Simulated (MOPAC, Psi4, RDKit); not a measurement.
Torsional profile of H₅BrSi₂, SMILES [SiH3][SiH2]Br. Scanned: dihedral H4–Si1–Si2–Br3; all other coordinates were relaxed at B3LYP-D3(BJ)/def2-SVP. Heavy atoms are numbered in the order of the SMILES [SiH3][SiH2]Br, hydrogens after them in the order of the atoms that carry them; the mirror image has the same energies with the sign of each dihedral reversed.

Computed with: UFF // B3LYP-D3(BJ)/def2-SVP (RDKit); PM3, restricted, heats of formation // B3LYP-D3(BJ)/def2-SVP (MOPAC); wB97X-D/def2-TZVP // B3LYP-D3(BJ)/def2-SVP (Psi4).

Energies in kJ/mol, each method relative to its own lowest point.

| φ / ° | UFF | PM3 | wB97X-D/def2-TZVP |
|---|---|---|---|
| 0 | 7.25 | 0.58 | ___ |
| 10 | 6.74 | 0.56 | 4.24 |
| 20 | 5.32 | 0.45 | ___ |
| 30 | ___ | 0.32 | 2.25 |
| 40 | 1.72 | 0.19 | 1.13 |
| 50 | 0.56 | 0.17 | ___ |
| 60 | 0.00 | 0.00 | 0.00 |
| 70 | 0.38 | 0.00 | 0.31 |
| 80 | 1.57 | 0.07 | 1.12 |
| 90 | 3.34 | 0.24 | 2.22 |
| 100 | 5.20 | 0.40 | ___ |
| 110 | 6.68 | 0.53 | 4.21 |

Complete the blanks.


- 0, wB97X-D/def2-TZVP: 4.53
- 20, wB97X-D/def2-TZVP: 3.38
- 30, UFF: 3.47
- 50, wB97X-D/def2-TZVP: 0.35
- 100, wB97X-D/def2-TZVP: 3.35
